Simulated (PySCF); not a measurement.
Computed Raman spectrum (relative Raman activity) of a molecule C4H7Cl. Geometry: B3LYP-D3(BJ)/def2-SVP. The values are those of a single conformer. Method: B3LYP-D3(BJ)/def2-SVP in PySCF 2.14.0. Frequencies are harmonic and unscaled.

Lines under 2 % of the strongest are left out, and lines within 2 cm⁻¹ are merged.

ν (cm⁻¹): 440 (vw), 684 (vw), 851 (vw), 917 (vw), 1332 (vw), 1399 (w), 1403 (w), 1445 (vw), 1454 (w), 1464 (m), 1743 (m), 3020 (vs), 3034 (vs), 3077 (s), 3102 (s), 3131 (m), 3145 (m), 3168 (m) (against the strongest line: vs over 80 %, s over 45 %, m over 15 %, w over 4 %, vw less)

Question: Which structure fits?
A. C=C(Cl)CC
B. CC1(Cl)CC1
C. C/C=C(\C)Cl
D. C[C@@H]1C[C@H]1Cl

Answer: C, C/C=C(\C)Cl
